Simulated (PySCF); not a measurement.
Computed shifts of a molecule C2H8O2Si, PBE/pcSseg-1 in PySCF, GIAO, gas phase, atoms alike by connectivity averaged where their shifts nearly agree, in ppm (number of nuclei): ¹³C: 57.8 (1), 55.6 (1). ²⁹Si: -19.1 (1). ¹H: 5.09 (1), 4.92 (1), 4.07 (2), 4.00 (3), -1.01 (1). References: ¹³C against TMS (σ = 182.0 ppm); ¹⁷O against H2O (σ = 334.3 ppm); ²⁹Si against TMS (σ = 335.4 ppm); ¹H against TMS (σ = 31.49 ppm), references at their B3LYP-D3(BJ)/def2-TZVP geometries, non-relativistic. Geometry optimised at PBE0-D3(BJ)/def2-SVP. Other conformers were not sampled.

Problem. Which structure fits?
(A) C[Si](C)(O)O
(B) CO[SiH2]CO
(C) COCO[SiH3]
(D) OCC[SiH2]O

Solution. B, CO[SiH2]CO
